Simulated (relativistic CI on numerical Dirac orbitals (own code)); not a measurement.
# Magnetism of Rh4+, 4d5, in a crystal field

Calculated by Dirac-Coulomb-Breit CI, separate exchange-only KLI orbitals for each configuration, QED by a radiative potential, one configuration in a parametric crystal field, unscaled Slater integrals (own radial code). With so little scaling, terms lie 10 to 35 % too far apart, which can change the order of excited levels.

Field parameters in Wybourne normalisation: Oh B⁴₀ = 21Dq, B⁴₄ = √(5/14) B⁴₀. The field is a parameter set, without covalency.

S is read from ⟨S²⟩ = S(S + 1).

Powder χT (cm³ K mol⁻¹) by Van Vleck's formula, with temperature-independent terms:

| Field | 2 K | 5 K | 10 K | 20 K | 50 K | 100 K | 200 K | 300 K |
| --- | --- | --- | --- | --- | --- | --- | --- | --- |
| Oh, 10Dq = 7250 cm⁻¹ | 4.36 | 4.37 | 4.37 | 4.37 | 4.37 | 4.37 | 4.37 | 4.37 |
| Oh, 10Dq = 13050 cm⁻¹ | 4.17 | 4.33 | 4.35 | 4.36 | 4.36 | 4.36 | 4.36 | 4.36 |
| Oh, 10Dq = 18850 cm⁻¹ | 2.36 | 3.64 | 4.14 | 4.29 | 4.33 | 4.33 | 4.34 | 4.34 |
| Oh, 10Dq = 24650 cm⁻¹ | 0.907 | 0.95 | 1.02 | 1.16 | 1.59 | 2.29 | 3.14 | 3.48 |
| Oh, 10Dq = 30450 cm⁻¹ | 0.51 | 0.511 | 0.514 | 0.519 | 0.535 | 0.562 | 0.614 | 0.667 |
| Oh, 10Dq = 36250 cm⁻¹ | 0.494 | 0.495 | 0.498 | 0.503 | 0.518 | 0.544 | 0.595 | 0.646 |
| Oh, 10Dq = 42050 cm⁻¹ | 0.482 | 0.484 | 0.486 | 0.491 | 0.506 | 0.531 | 0.581 | 0.631 |

**Question.** For Oh, 10Dq = 13050 cm⁻¹: what effective moment follows at 300 K?

**Answer.** μ_eff = √(8χT) = 5.90 μB. The ground level has S = 2.49; the spin-only moment for S = 5/2 is 5.92 μB. The difference comes from the orbital moment, spin-orbit mixing of terms and temperature-independent paramagnetism, all larger in this ionic model than in covalent complexes.
